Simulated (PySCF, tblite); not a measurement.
C6H7FNOP.
SMILES with atom numbers: `[CH3:1][C:2]1=[C:3]([F:4])[P@:5]1(=[O:6])[CH2:7][CH2:8][C:9]#[N:10]` (hydrogens: H11, H12, H13 on C1; H14, H15 on C7; H16, H17 on C8)

Structure optimised with GFN2-xTB, isolated species.

Some entries are withheld. Bonds in one row agree within 0.01 Å.

```csv
coordinate,value
C1–C2,1.475 Å
C2=C3,1.344 Å
C3–F4,?
C3–P5,?
P5=O6,1.464 Å
P5–C7,?
C7–C8,1.529 Å
C8–C9,1.443 Å
C9≡N10,1.143 Å
C2–P5,1.822 Å
"C1–H11, C1–H12, C1–H13",1.089 Å
C7–H14,1.089 Å
C7–H15,1.093 Å
C8–H16,1.095 Å
C8–H17,1.093 Å
C1–C2–C3,140.7°
C1–C2–P5,151.9°
C3–C2–P5,67.2°
C2–C3–F4,136.3°
C2–C3–P5,69.2°
F4–C3–P5,154.2°
C3–P5–O6,126.2°
C3–P5–C7,114.1°
O6–P5–C7,114.2°
C2–P5–C3,?
C2–P5–O6,?
C2–P5–C7,?
P5–C7–C8,105.5°
C7–C8–C9,108.4°
C8–C9–N10,178.2°
```

Problem. Fill in the missing values.

Solution. 
- C3–F4 = 1.325 Å, drawn single (vinylic C–F carbon to vinyl fluorine); 0.02 Å above the sum of covalent radii, 1.30 Å.
- C3–P5 = 1.796 Å, drawn single (vinylic C–F carbon to phosphoryl phosphorus); equal to the sum of covalent radii, 1.80 Å.
- P5–C7 = 1.842 Å, drawn single (phosphoryl phosphorus to sp3 carbon bound to phosphorus); 0.01 Å above the sum of covalent radii, 1.83 Å.
- C2–P5–C3 = 43.6°, at the phosphoryl phosphorus, inside a 3-membered ring; the outer atoms are 1.344 Å apart.
- C2–P5–O6 = 126.2°, at the phosphoryl phosphorus; the outer atoms are 2.935 Å apart.
- C2–P5–C7 = 114.5°, at the phosphoryl phosphorus; the outer atoms are 3.081 Å apart.

Radii are Cordero's, carbon taken as 0.76, 0.73 or 0.69 Å for four, three, and two or fewer neighbours.

Its GFN2-xTB frequencies are all real (lowest 35 cm⁻¹). One conformer, not necessarily the lowest (C3–P5–C7–C8 105°, P5–C7–C8–C9 -55°). 3 starts were optimised and ended at 0.00, 0.82 and 3.37 kcal/mol (GFN2-xTB); the lowest of these is shown.

The numbers are calculated, not measured.
